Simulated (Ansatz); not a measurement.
Zn(Br)(SeH) (BrHSeZn), SMILES [Zn]([Br])[SeH].

Coordinates come from a B3LYP-D3(BJ)/def2-SVP optimisation. The structure was generated by enumeration; whether it is a known compound was not checked. One conformer was computed; it need not be the lowest.

Two levels are set side by side: PBE/def2-SVPD (Ansatz, a quantum-chemistry and plane-wave program) and PBE0/def2-SVPD (Ansatz). Energy differences of separate SCF runs at the same geometry; the states with an electron removed or added have multiplicity 2 and 2. Differences are taken from unrounded values.

```csv
quantity,PBE
vertical ionisation energy (eV),9.22
vertical singlet–triplet gap (eV),3.97
```

These are the PBE values. What does PBE0 give? (Estimate from the structure and the level; the computed values follow.)


| quantity | PBE0 | PBE minus PBE0 |
|---|---|---|
| vertical ionisation energy (eV) | 9.50 | -0.28 |
| vertical singlet–triplet gap (eV) | 4.33 | -0.35 |
